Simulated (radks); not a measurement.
The numbers below are computed, except where a source is named.
All-electron atom: the nickel ion Ni4+ in [Ar] 3d6 (the NIST ground configuration). Level of theory: Dirac Kohn-Sham, PBE, spin-unpolarised, spherical densities, finite nucleus; open shells fill j = l - 1/2 first; Fermi nuclear charge, rms radius 3.7757 fm (a radial shooting solver on a logarithmic mesh with Libxc functionals). Some entries of the table are withheld. Estimate them.

orbital,occ.,eigenvalue (hartree),<r> (bohr),<1/r> (bohr^-1)
1s1/2,2,-304.0708,0.05409,28.09
2s1/2,2,-38.45400,(1),6.098
2p1/2,2,(2),0.2131,6.049
2p3/2,4,(3),0.2163,5.923
3s1/2,2,-6.35757,0.7283,1.953
3p1/2,2,(4),(5),(6)
3p3/2,4,(7),(8),(9)
3d3/2,4,-2.52108,0.8385,1.527
3d5/2,2,-2.51013,0.8419,1.520

Answer. 
(1) 2s1/2 <r> (bohr): 0.2447
(2) 2p1/2 eigenvalue (hartree): -33.84274
(3) 2p3/2 eigenvalue (hartree): -33.20050
(4) 3p1/2 eigenvalue (hartree): -4.93953
(5) 3p1/2 <r> (bohr): 0.7514
(6) 3p1/2 <1/r> (bohr^-1): 1.834
(7) 3p3/2 eigenvalue (hartree): -4.85437
(8) 3p3/2 <r> (bohr): 0.7602
(9) 3p3/2 <1/r> (bohr^-1): 1.806
